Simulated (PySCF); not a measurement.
Molecule: `C(C)(=O)C=C(C)C`, C$_{6}$H$_{10}$O.

Mapped SMILES: `[CH3:1][C:2](=[O:3])[CH:4]=[C:5]([CH3:6])[CH3:7]`. Hydrogens are named by the atom that carries them.

Geometry PBE0-D3(BJ)/def2-SVP throughout; GIAO in PySCF, gas phase, one conformer, non-relativistic; equivalent atoms averaged; functional PBE0.

For orientation, aug-cc-pVDZ gives these shifts δ (against TMS, H2O at the same level): C2 194.5, C4 121.1, C7 28.3, C6 18.4, O3 574.0, H(C4) 6.34, H(C1) 2.16, H(C6) 2.61, H(C7) 1.93 ppm.

A run gave: C2 185.3, C4 118.9, C7 28.0, C6 18.2, O3 566.8, H(C4) 5.87, H(C1) 1.95, H(C6) 2.30, H(C7) 1.77 ppm (shifts δ (against TMS, H2O at the same level)).

Q: Which basis set was used in that run?
A. pcSseg-1
B. 6-31G*
C. cc-pVDZ
D. def2-SVP

A: B. O3 tells them apart best: 6-31G* gives 566.8, pcSseg-1 gives 636.9, def2-SVP gives 604.0, cc-pVDZ gives 597.4 ppm.
